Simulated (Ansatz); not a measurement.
A structure relaxed at PBE0-D4/def2-TZVP, charge 0, multiplicity 1:

```xyz
19

C    -1.434    0.204   -1.870
C    -0.399   -0.773   -1.339
N     0.264   -0.357   -0.110
C    -0.550   -0.377    1.095
C     0.253   -0.110    2.350
Ge    1.705    0.686   -0.219
F     3.034    0.161    0.722
F     2.257    0.717   -1.838
F     1.503    2.323    0.257
H    -0.973    1.164   -2.117
H    -1.896   -0.190   -2.778
H    -2.231    0.386   -1.145
H    -0.868   -1.744   -1.137
H     0.362   -0.951   -2.102
H    -1.008   -1.372    1.158
H    -1.374    0.346    1.032
H     1.066   -0.831    2.462
H     0.681    0.898    2.351
H    -0.392   -0.179    3.227
```

(1) Give its formula and SMILES.

(2) Point group (tolerance 0.08 Å, 0.16 Å for H)?

(3) Summarise the bond lengths by kind.

Results:

(1) C4H10F3GeN, `CC[N](CC)[Ge]([F])([F])[F]`.

(2) C1.

(3) 2 × C–C 1.514 to 1.519 Å; 10 × C–H 1.091 to 1.098 Å; 2 × C–N 1.455 to 1.458 Å; 1 × Ge–N 1.782 Å; 3 × F–Ge 1.710 to 1.717 Å.

Results of the Gaussian-basis code of Ansatz.
